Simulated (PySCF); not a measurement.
From one molecule to another.

First species: C₃H₈ClFSi.
Structure used (GFN2-xTB), in Å, numbered top down from 1:
```
atom  x, y, z in Å
F1     1.092   -1.010   -0.859
C2    -0.086   -0.731   -0.182
C3    -0.067    0.708    0.291
Si4    1.392    1.078    1.466
C5    -1.227   -1.045   -1.147
Cl6   -2.777   -1.020   -0.284
H7    -0.113   -1.427    0.666
H8    -1.017    0.909    0.786
H9    -0.017    1.358   -0.584
H10    1.290    2.489    1.840
H11    2.653    0.808    0.783
H12    1.251    0.223    2.647
H13   -1.099   -2.040   -1.576
H14   -1.275   -0.302   -1.943
```

Second species: C₃H₈ClFSi.
SMILES: `[C@@H](CC)(F)[SiH2]Cl`

Levels: PBE0/def2-SVPD for dipole moment, HOMO energy, LUMO energy, HOMO–LUMO gap, static isotropic polarisability and electronic spatial extent ⟨r²⟩ about the centre of nuclear charge; TDDFT PBE0/def2-SVPD for lowest singlet excitation; TDA PBE0/def2-SVPD for lowest triplet excitation (Tamm–Dancoff); GFN2-xTB for rotational constant A and rotational constant C. Geometries: GFN2-xTB. All species are isolated and taken at one optimised geometry, non-relativistic unless stated; the electronic structure was computed with PySCF and density fitting.

The conformers computed, where there is a choice (atom-mapped SMILES and torsion angles):
- `[F:1][C@@H:2]([CH2:3][SiH3:4])[CH2:5][Cl:6]`: F1–C2–C3–Si4 -60°, F1–C2–C5–Cl6 169°
- `[CH3:1][CH2:2][C@H:3]([F:4])[SiH2:5][Cl:6]`: C1–C2–C3–F4 -175°, C2–C3–Si5–Cl6 -91°

| property | column X | column Y |
| --- | --- | --- |
| dipole moment | 0.52 D | 1.30 D |
| HOMO energy | -8.68 eV | -8.35 eV |
| LUMO energy | 0.21 eV | -0.10 eV |
| HOMO–LUMO gap | 8.89 eV | 8.25 eV |
| lowest singlet excitation | 7.38 eV | 6.85 eV |
| lowest triplet excitation (Tamm–Dancoff) | 6.70 eV | 6.43 eV |
| static isotropic polarisability | 79.1 au | 76.1 au |
| electronic spatial extent ⟨r²⟩ about the centre of nuclear charge | 1249 bohr² | 1066 bohr² |
| rotational constant A | 3.947 GHz | 2.882 GHz |
| rotational constant C | 0.879 GHz | 1.087 GHz |

Problem. Which column belongs to which species?

Solution. Column X is the first species and column Y the second. The first has 14 atoms and 66 electrons, the second 14 and 66.

Problem. How does each property change from the first species to the second?

Solution. dipole moment +0.78 D; HOMO energy +0.33 eV; LUMO energy -0.31 eV; HOMO–LUMO gap -0.64 eV; lowest singlet excitation -0.53 eV; lowest triplet excitation (Tamm–Dancoff) -0.27 eV; static isotropic polarisability -3.0 au; electronic spatial extent ⟨r²⟩ about the centre of nuclear charge -183 bohr²; rotational constant A -1.065 GHz; rotational constant C +0.208 GHz.

On the first: The polarisability is 11.72 Å³ as a volume (1 au = 0.148185 Å³), or 1.20 au for each of the 66 electrons. S1 lies 1.51 eV below the HOMO–LUMO gap; its leading configuration is HOMO→LUMO, weight 0.78.

On the second: The polarisability is 11.28 Å³ as a volume (1 au = 0.148185 Å³), or 1.15 au for each of the 66 electrons.
